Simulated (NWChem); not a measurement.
System: TiNH2OCl; SMILES [NH2][Ti](=[O])[Cl]

NWChem input:

```
start job
memory heap 200 mb stack 700 mb global 900 mb
geometry units angstroms noautoz
  Ti    -0.130341     0.212478     0.182556
  O     -1.463316     1.083524     0.246039
  Cl    -0.166950    -2.031170    -0.213282
  N      1.395421     1.273318     0.479876
  H      2.355337     0.930488     0.486863
  H      1.398150     2.274219     0.659745
end
basis spherical
  Ti library def2-svp
  O library def2-svp
  Cl library def2-svp
  N library def2-svp
  H library def2-svp
end
dft
  xc m06-2x
  iterations 150
  mulliken
end
task dft energy
```

The geometry was optimised at B3LYP/6-31G* (spherical d).

Problem. Give the results of this calculation. (M06-2X/def2-SVP.) Quantities: energy (Ha); highest occupied level (eV); orbital gap (eV); dipole (D).

Solution. 
```yaml
energy (Ha): -1440.51
highest occupied level (eV): -9.63
orbital gap (eV): 7.69
dipole (D): 3.69
```
